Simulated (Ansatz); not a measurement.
A structure relaxed at PBE0-D4/def2-TZVP, charge 0, multiplicity 1:

```
atom    x (Å)    y (Å)    z (Å)
  C1   0.6312  -0.6566  -1.2941
 Si2  -0.7544  -0.0486  -0.2056
  C3  -0.0877   0.8289   1.3221
 Br4   1.0103  -0.3934   2.3697
  H5   1.2653  -1.3598  -0.7505
  H6   0.2327  -1.1639  -2.1756
  H7   1.2536   0.1746  -1.6339
  H8  -1.6197  -1.1694   0.2456
  H9  -1.5999   0.9400  -0.9361
 H10   0.5501   1.6768   1.0737
 H11  -0.8815   1.1714   1.9846
```

(1) Give its formula and SMILES.

(2) Summarise the bond lengths by kind.

Results:

(1) C2H7BrSi, `C[SiH2]CBr`.

(2) 2 × C–Si 1.864 to 1.884 Å; 5 × C–H 1.089 to 1.093 Å; 2 × H–Si 1.486 to 1.492 Å; 1 × Br–C 1.949 Å.

Results of the Gaussian-basis code of Ansatz.
